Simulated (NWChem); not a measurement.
The numbers come from NWChem runs, not from measurements. System: CNO, charge 0, spin multiplicity 2, at a geometry optimised with UB3LYP/def2-SVP. The structure started from a generated list of species. Its SCF solution wasn't tested for a lower state. Level: G0W0@UPBE/def2-TZVP, RI basis def2-tzvp-rifit.

NWChem printed:

```
             Northwest Computational Chemistry Package (NWChem) 7.3.0
             --------------------------------------------------------

                                NWChem Input Module
                                -------------------

 Scaling coordinates for geometry "geometry" by  1.889725989
 (inverse scale =  0.529177249)

 Turning off AUTOSYM since
 SYMMETRY directive was detected!

                             Geometry "geometry" -> ""
                             -------------------------

 Output coordinates in angstroms (scale by  1.889725989 to convert to a.u.)

  No.       Tag          Charge          X              Y              Z
 ---- ---------------- ---------- -------------- -------------- --------------
    1 O                    8.0000     0.00000000     0.00000000     1.13950600
    2 C                    6.0000     0.00000000     0.00000000    -0.04087100
    3 N                    7.0000     0.00000000     0.00000000    -1.26726000

 Effective nuclear repulsion energy (a.u.)      51.9544075690

            Nuclear Dipole moment (a.u.)
            ----------------------------
        X                 Y               Z
 ---------------- ---------------- ----------------
     0.0000000000     0.0000000000     0.0000037795

      Symmetry information
      --------------------

 Group name             C2v
 Group number             16
 Group order               4
 No. of unique centers     3

      Symmetry unique atoms

     1    2    3


 Summary of "ao basis" -> "" (spherical)
 ------------------------------------------------------------------------------
       Tag                 Description            Shells   Functions and Types
 ---------------- ------------------------------  ------  ---------------------
 *                         def2-tzvp                  on all atoms

 new library libraries.bse/

 Summary of "ri basis" -> "" (spherical)
 ------------------------------------------------------------------------------
       Tag                 Description            Shells   Functions and Types
 ---------------- ------------------------------  ------  ---------------------
 *                      def2-tzvp-rifit               on all atoms

  pbe96 is a nonlocal functional; adding pw91lda local functional.

                                 NWChem DFT Module
                                 -----------------

 Summary of "ao basis" -> "ao basis" (spherical)
 ------------------------------------------------------------------------------
[...]
           0.000000000000         154.545727105782           0.000000000000
           0.000000000000           0.000000000000           0.000000000000

     Multipole analysis of the density
     ---------------------------------

     L   x y z        total         alpha         beta         nuclear
     -   - - -        -----         -----         ----         -------
     0   0 0 0     -0.000000    -11.000000    -10.000000     21.000000

     1   1 0 0     -0.000000     -0.000000     -0.000000      0.000000
     1   0 1 0     -0.000000     -0.000000     -0.000000      0.000000
     1   0 0 1      0.310783      0.591014     -0.280235      0.000004

     2   2 0 0    -11.893343     -6.128279     -5.765064      0.000000
     2   1 1 0     -0.000000     -0.000000     -0.000000      0.000000
     2   1 0 1     -0.000000     -0.000000     -0.000000      0.000000
     2   0 2 0    -10.904319     -6.146450     -4.757868      0.000000
     2   0 1 1     -0.000000     -0.000000     -0.000000      0.000000
     2   0 0 2    -14.820895    -48.786757    -43.310003     77.275865

 Task  times  cpu:        7.1s     wall:        7.1s

                                NWChem Input Module
                                -------------------

                                 NWChem GW Module
                                 ----------------

                             ***********************
                             ***        GW       ***
                             ***********************

 Summary of "ri basis" -> "ri basis" (spherical)
 ------------------------------------------------------------------------------
       Tag                 Description            Shells   Functions and Types
 ---------------- ------------------------------  ------  ---------------------
 O                      def2-tzvp-rifit             22       76   8s6p4d3f1g
 C                      def2-tzvp-rifit             22       76   8s6p4d3f1g
 N                      def2-tzvp-rifit             22       76   8s6p4d3f1g

                 Memory Information
                 ------------------
          Available GA per process is          1699.9 MBs
          Available stack per process is        700.0 MBs
          Available heap per process is           0.0 MBs

          Peak memory in Initialization
              Peak GA per process is                  4.6 MBs
              Peak stack per process is               0.1 MBs
              Peak heap per process is                4.7 MBs
              Memory not in MA per process            0.0 MBs

          Peak memory in AFF Calculation
              Peak GA per process is                 29.9 MBs
              Peak stack per process is              22.9 MBs
              Peak heap per process is                0.0 MBs
              Memory not in MA per process           22.9 MBs

          Computing 2-center integrals
          Computing Inverse Cholesky factor
          Computing 3-center integrals
          Computing V_xc ...

          Computing Sigma_x
          Computing RPA polarizability
          Solving quasiparticle equations

                  Alpha Orbitals
          State     Energy (eV)     Error (eV)
          -----------------------------------
@GW         8        -15.724           0.002
@GW         9        -14.364           0.002
@GW        10        -12.449           0.002
@GW        11        -11.803           0.003
@GW        12          3.351           0.003
@GW        13          3.926           0.003

                   Beta Orbitals
          State     Energy (eV)     Error (eV)
          -----------------------------------
@GW         7        -15.541           0.003
@GW         8        -15.607           0.004
@GW         9        -13.715           0.002
@GW        10        -11.356           0.003
@GW        11         -3.487           0.003
@GW        12          4.134           0.003

   Applying  -3.8377 eV scissor-shift to rest of particle states

   Applying   4.0625 eV scissor-shift to rest of hole states

   Applying  -3.7253 eV scissor-shift to rest of particle states

   Applying   3.7270 eV scissor-shift to rest of hole states

     GW Timing Statistics
   ------------------------
   Init.   :          0.0s
     ERIs  :          0.2s
     Distr.:          0.0s
     Vxc   :          0.1s
   Sigma_x :          0.0s
   RPA     :          0.6s
   Wmn     :          0.0s
   Sigma_c :          0.0s
   GW total:          1.0s

 Task  times  cpu:        1.0s     wall:        1.0s

 Total times  cpu:        8.1s     wall:        8.1s
```

Task: Write an NWChem input that would produce this output.

Result: Several could match; the one computed here: 
```
start mol
memory heap 200 mb stack 700 mb global 1700 mb
geometry units angstroms nocenter noautoz
  O      0.000000     0.000000     1.139506
  C      0.000000     0.000000    -0.040871
  N      0.000000     0.000000    -1.267260
  symmetry group C2v
end
basis spherical
  * library def2-tzvp
end
basis "ri basis" bse spherical
  * library def2-tzvp-rifit
end
dft
  xc xpbe96 cpbe96
  odft
  mult 2
  iterations 100
  direct
  tolerances tight
end
task dft energy
gw
  states alpha occ 4 vir 2
  states beta occ 4 vir 2
end
task dft gw
```
